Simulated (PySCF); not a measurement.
**Carbon: a sound run and one with changed settings**

Sound run: C²⁺ [He] 2s2, C³⁺ [He] 2s1. Computed with PySCF 2.14 in def2-SVP (3s2p1d, 14 functions), with no relativity, point nucleus. The sound run starts from symmetry-adapted Hartree-Fock orbitals and uses a fine grid where one is needed.

Changed run: initial guess sap, at most 2 SCF cycles. This setting is unsound on purpose.

```
species  method  sound run (hartree)  changed run (hartree)  converged
    C²⁺     UHF            -36.35086              -36.35078         no
    C²⁺    TPSS            -36.47291              -36.47291         no
    C²⁺    BP86            -36.45428              -36.45428         no
    C³⁺     UHF            -34.68049              -34.68049         no
    C³⁺    TPSS            -34.74883              -34.74883         no
    C³⁺    BP86            -34.72874              -34.72874         no
```

The SCF was stopped early; the energies are upper bounds that still move, and correlated levels were skipped or rest on poor orbitals.
